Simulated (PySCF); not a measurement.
# Mayer bond orders and bond lengths

C8H5FS.
Numbering: `[F:1][c:2]1[cH:3][cH:4][cH:5][c:6]2[cH:7][s:8][cH:9][c:10]12` (hydrogens: H11 on C3; H12 on C4; H13 on C5; H14 on C7; H15 on C9)

Bond orders from the PBE0/pcSseg-1 density (PySCF). Geometry: PBE0-D3(BJ)/def2-SVP; no solvent, vibrations or thermal averaging.

(1) Where do the orders between heavy atoms depart from those drawn in the SMILES?

(2) Give the Mayer order of every bond between heavy atoms, beside its length.

Results:

(1) The largest departure is 0.344, at C10–C2 (drawn aromatic, 1.156) and C10–C6 (drawn aromatic, 1.158), counting aromatic bonds as 1.5. The bonds drawn aromatic range from 1.16 to 1.64.

(2) 
```csv
bond,drawn as,length (Å),Mayer order
F1–C2,single,1.332,0.907
C2–C3,aromatic,1.363,1.635
C3–C4,aromatic,1.429,1.221
C4–C5,aromatic,1.368,1.627
C5–C6,aromatic,1.428,1.208
C6–C7,aromatic,1.389,1.388
C7–S8,aromatic,1.702,1.237
S8–C9,aromatic,1.700,1.239
C9–C10,aromatic,1.386,1.409
C10–C2,aromatic,1.423,1.156
C10–C6,aromatic,1.447,1.158
```

Bonds between the same two heavy elements. C–C: lowest C10–C2 and C10–C6 (1.156, 1.423 Å), highest C2–C3 (1.635, 1.363 Å); in 2 of the 28 pairs the longer bond (by over 0.003 Å) has the higher order (by 0.02 or more). C–S: all 2 within 0.02 of one another (1.237 to 1.239). Bonds named together lie within 0.004.

**Question.** And the bonds to hydrogen?

**Answer.** C–H: 0.93 to 0.97 (5 bonds).

**Question.** Sum the orders of all bonds at each heavy atom with more than one neighbour and set the sums beside the valence in the SMILES.

**Answer.** C2 3.698 (drawn 4), C3 3.788 (drawn 4), C4 3.803 (drawn 4), C5 3.806 (drawn 4), C6 3.754 (drawn 4), C7 3.584 (drawn 4), S8 2.476 (drawn 2), C9 3.605 (drawn 4), C10 3.723 (drawn 4). Orders between atoms that aren't bonded are not in these sums.

The Mayer order sums products of elements of PS (density times overlap matrix) between the two atoms' basis functions, so it depends on the basis set.
